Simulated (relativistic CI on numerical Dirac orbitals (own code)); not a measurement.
**Pd20+: sensitivity of the levels to the model**

Base calculation: Dirac-Coulomb-Breit CI, KLI orbitals optimised for each configuration, a model potential for QED, unscaled Slater integrals.

CI space (outside the closed core [Ne]): 3s2.3p6.3d8, 3s2.3p5.3d9, 3s2.3p4.3d10, 3s.3p6.3d9, 3p6.3d10, 3s.3p5.3d10, 3s2.3p6.3d7.4s, 3s2.3p6.3d7.4p, 3s2.3p6.3d7.4d, 3s2.3p6.3d7.4f, 3s2.3p6.3d6.4s2, 3s2.3p5.3d8.4s, 3s2.3p4.3d9.4s, 3s2.3p6.3d6.4s.4p, 3s2.3p4.3d9.4p, 3s2.3p5.3d8.4p, 3s2.3p6.3d7.5s, 3s2.3p6.3d6.4p2, 3s2.3p6.3d7.5p, 3s2.3p6.3d6.4s.4d, 3s2.3p4.3d9.4d, 3s.3p5.3d9.4s, 3s2.3p6.3d7.5d, 3s2.3p5.3d8.4d, 3s2.3p6.3d6.4p.4d, 3s.3p6.3d8.4s, 3s.3p5.3d9.4p, 3s2.3p6.3d7.5f, 3s2.3p5.3d7.4s2, 3s2.3p6.3d7.5g, 3s.3p6.3d8.4p, 3s2.3p6.3d6.4d2, 3s2.3p5.3d7.4s.4p, 3s2.3p6.3d7.6s, 3s.3p5.3d9.4d, 3p6.3d9.4s. Levels of other configurations are missing.

The lowest level and the first level of each name with at least 55 % of one term (blank where a level has no safe partner in the second run):

```tsv
Level	Base (cm⁻¹)	Shift (cm⁻¹)
3s2.3p6.3d8 3F_4	0	0
3s2.3p6.3d8 3F_3	41270	-41270
3s2.3p6.3d8 3P_0	89140	-34018
3s2.3p6.3d8 3P_1	97689	-42567
3s2.3p6.3d8 1G_4	111937	-34143
3s2.3p6.3d8 1S_0	226319	-51528
3s2.3p5.3d9 3F°_4	1495478	-59327
3s2.3p5.3d9 1D°_2	1525103	
3s2.3p5.3d9 3F°_3	1567648	-131497
3s2.3p5.3d9 3P°_1	1618054	-98421
3s2.3p5.3d9 3P°_0	1627974	-108340
3s2.3p5.3d9 3D°_1	1665109	-138757
3s2.3p5.3d9 3F°_2	1787820	
3s2.3p5.3d9 1F°_3	1891624	-215535
3s.3p6.3d9 3D_3	2677661	-345713
3s.3p6.3d9 3D_2	2696072	-364124
3s.3p6.3d9 3D_1	2724930	-392982
3s.3p6.3d9 1D_2	2753565	-369365
3s2.3p6.3d7.4s 5F_5	2943405	+128792
3s2.3p6.3d7.4s 5F_3	2987003	+85194
3s2.3p6.3d7.4s 5F_2	2994005	+78192
3s2.3p6.3d7.4s 5F_1	2997458	+74738
```

At this charge energies of transitions that change n are usually good to better than 1 %, and those within a shell (Δn = 0) to a few per cent. Terms inside the open d or f shell come out 10 to 20 % too wide with unscaled integrals.

Task: One thing was changed in a second run, which moved the levels as shown. Which?
A. QED terms removed
B. non-relativistic limit
C. Breit term removed
D. configuration mixing switched off

Result: B. Non-relativistic limit. Without relativity the fine structure collapses and s electrons lose their extra binding.

LS names give the leading component of a level, which can be under half, so a name can repeat, a term be missing and a line seem to break the LS rules.
